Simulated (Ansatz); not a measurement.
The same path of CH$_{6}$FOPSi (11 atoms, charge 0, multiplicity 1) was run twice with different band settings. The coordinate that changes most is the height of P5 over the plane of its neighbours.

These are results of RKS PBE0-D4/def2-SVP in Ansatz, not measurements.

Relaxed end points:

```xyz
11
Properties=species:S:1:pos:R:3
C -1.553 0.907 -0.531
O -0.656 -0.094 -0.119
Si 0.934 0.137 0.249
F 1.039 1.089 1.564
P 1.903 -1.827 0.721
H -2.479 0.427 -0.880
H -1.807 1.587 0.300
H -1.145 1.511 -1.362
H 1.623 0.866 -0.853
H 1.450 -2.387 -0.513
H 0.756 -2.273 1.446
```

```xyz
11
Properties=species:S:1:pos:R:3
C -1.645 1.054 -0.505
O -0.843 -0.076 -0.268
Si 0.781 -0.064 0.001
F 1.088 0.743 1.381
P 1.394 -2.214 0.117
H -2.635 0.717 -0.845
H -1.778 1.652 0.413
H -1.217 1.708 -1.286
H 1.504 0.685 -1.067
H 2.658 -1.879 0.695
H 0.758 -2.382 1.386
```

Common settings: spring 5.0 eV/Å²; optimiser quadratic models (default); start path through a guess of the saddle point; force threshold 0.05 eV/Å; iteration limit 60; end points relaxed.

| run | movable images | climbing image |
| --- | --- | --- |
| 1 | 9 | yes |
| 2 | 6 | no |

(1) What does each run give, and how far can it be trusted?

Results:

(1) Run 1: converged after 30 iterations, highest image 0.971 eV above the first end. A vibrational analysis at the climbing image gives one clearly imaginary mode, 657i cm⁻¹: a first-order saddle point.
Run 2: converged after 23 iterations, highest image 0.917 eV above the first end. No image climbed, so the highest image needn't sit at the top of the path.
